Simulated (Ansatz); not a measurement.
Computed with Ansatz on PBE0-D4/def2-TZVP structures; ΔE is electronic, products minus reactants. CCSD(T)/CBS adds triple-zeta CCSD(T) − MP2 to the extrapolated MP2 energy (def2 sets, frozen cores). This one scheme is used for every species. One conformer a species, not always the lowest.

Consider the cleavage of the Si–Si bond: `OC[SiH2][SiH3]` + H₂S → `OC[SiH2]S` + SiH₄.

| species | CCSD/CBS(def2) energy (Eh) |
| --- | --- |
| `OC[SiH2][SiH3]` | -696.14366 |
| H₂S | -398.96478 |
| `OC[SiH2]S` | -803.67417 |
| SiH₄ | -291.45922 |

**Question.** Work out ΔE.

**Answer.** ΔE = (-803.67417) + (-291.45922) − (-696.14366) − (-398.96478) = -0.02495 Eh = -65.5 kJ/mol. CCSD(T)/CBS gives -64.6 kJ/mol.

Largest T1 diagnostic among the species: 0.012.

From PBE to PBE0 (25 % exact exchange), in def2-TZVPP and without D4, ΔE moves by −5.7 kJ/mol.
